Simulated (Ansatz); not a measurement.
`NB(Br)Br` at its PBE0-D4/def2-TZVP geometry, where that method's forces vanish. Charge 0, multiplicity 1.

```xyz
6

N     0.6551    0.2192   -0.4638
B    -0.4320   -0.1445    0.3058
Br   -1.5251    1.2059    1.1283
Br   -0.8559   -2.0024    0.5574
H     1.2498   -0.4583   -0.9096
H     0.9081    1.1802   -0.6181
```

(1) What forces (eV/Å) does PBE-D4/def2-TZVPP give on these atoms in the Gaussian-basis code of Ansatz? (Estimate.)

## Answers

(1) Ansatz gave: 
```
N1   0.071  0.024 -0.050
B2  -0.206 -0.069  0.146
Br3 -0.136  0.175  0.103
Br4 -0.050 -0.237  0.029
H5   0.219 -0.228 -0.164
H6   0.102  0.335 -0.063
```
